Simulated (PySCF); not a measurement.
Molfile (atoms numbered from 1):
```
C7H7BF2
     RDKit          3D

 17 17  0  0  0  0  0  0  0  0999 V2000
    2.7158    0.0313    1.7088 F   0  0  0  0  0  0  0  0  0  0  0  0
    2.4936   -0.0185    0.3725 C   0  0  0  0  0  0  0  0  0  0  0  0
    3.1344    1.0413   -0.1770 F   0  0  0  0  0  0  0  0  0  0  0  0
    1.0072   -0.0091    0.1113 C   0  0  0  0  0  0  0  0  0  0  0  0
    0.4884    1.0966   -0.5180 C   0  0  0  0  0  0  0  0  0  0  0  0
   -0.8598    1.3973   -0.8455 C   0  0  0  0  0  0  0  0  0  0  0  0
   -2.0119    0.6811   -0.6280 C   0  0  0  0  0  0  0  0  0  0  0  0
   -2.1970   -0.5881   -0.0160 C   0  0  0  0  0  0  0  0  0  0  0  0
   -1.2551   -1.4345    0.5168 C   0  0  0  0  0  0  0  0  0  0  0  0
    0.2554   -1.2470    0.6070 B   0  0  0  0  0  0  0  0  0  0  0  0
    2.9700   -0.9362   -0.0152 H   0  0  0  0  0  0  0  0  0  0  0  0
    1.2050    1.8705   -0.8139 H   0  0  0  0  0  0  0  0  0  0  0  0
   -0.9988    2.3605   -1.3469 H   0  0  0  0  0  0  0  0  0  0  0  0
   -2.9313    1.1596   -0.9809 H   0  0  0  0  0  0  0  0  0  0  0  0
   -3.2441   -0.9144    0.0179 H   0  0  0  0  0  0  0  0  0  0  0  0
   -1.6706   -2.3647    0.9237 H   0  0  0  0  0  0  0  0  0  0  0  0
    0.9162   -2.1425    1.0886 H   0  0  0  0  0  0  0  0  0  0  0  0
  1  2  1  0
  2  3  1  0
  2  4  1  0
  4  5  2  0
  5  6  1  0
  6  7  2  0
  7  8  1  0
  8  9  2  0
  9 10  1  0
 10  4  1  0
  2 11  1  0
  5 12  1  0
  6 13  1  0
  7 14  1  0
  8 15  1  0
  9 16  1  0
 10 17  1  0
M  END
```

How the numbers were obtained: σ from GIAO-PBE0/pcSseg-1, structure optimised with PBE0-D3(BJ)/def2-SVP, in PySCF 2.14.0 with density-fitted response routines (no solvent, no relativistic terms, a single conformation, equivalent nuclei averaged).

List the cross peaks expected in HSQC, COSY and HMBC spectra.

Answers



HSQC (one-bond C–H):
```csv
δH,δC
8.64 (H16),163.8 (C9)
8.48 (H12),149.9 (C5)
8.23 (H15),156.1 (C8)
7.73 (H13),142.7 (C6)
7.70 (H14),145.1 (C7)
6.98 (H11),120.1 (C2)
```

COSY cross peaks (H two or three bonds apart, from the bond graph; peaks can be absent where the dihedral angle is near 90°):
```csv
δH,δH
8.64 (H16),8.23 (H15)
8.64 (H16),6.53 (H17)
8.48 (H12),7.73 (H13)
8.23 (H15),7.70 (H14)
7.73 (H13),7.70 (H14)
```

HMBC (two and three bonds, from the bond graph):
```csv
δH,δC
8.64 (H16),"166.8 (C4), 156.1 (C8), 145.1 (C7)"
8.48 (H12),"166.8 (C4), 145.1 (C7), 142.7 (C6), 120.1 (C2)"
8.23 (H15),"163.8 (C9), 145.1 (C7), 142.7 (C6)"
7.73 (H13),"166.8 (C4), 156.1 (C8), 149.9 (C5), 145.1 (C7)"
7.70 (H14),"163.8 (C9), 156.1 (C8), 149.9 (C5), 142.7 (C6)"
6.98 (H11),"166.8 (C4), 149.9 (C5)"
6.53 (H17),"166.8 (C4), 163.8 (C9), 156.1 (C8), 149.9 (C5), 120.1 (C2)"
```

Scale: 1H (σref 31.27) and 13C (σref 184.41) vs TMS (reference shieldings calculated alike).

Short H···H contacts in this conformer between protons four or more bonds apart (candidates for NOE cross peaks, intensity ∝ r⁻⁶): H11···H17 2.63 Å.

Hydrogens on boron are broadened and split by 11B (spin 3/2, 80 %) and 10B (spin 3). A carbon bonded to boron is broadened by the quadrupolar boron nucleus and is often missing from a measured spectrum. Shifts are as computed. Against solution values, carbons near 30 ppm lie about +2 ppm off and those near 130 ppm about +5 ppm. Of 1309 compounds with measured shifts, 239 miss one by over three times the rms of a fit or turn the order of signals round; such compounds aren't used in these exercises.
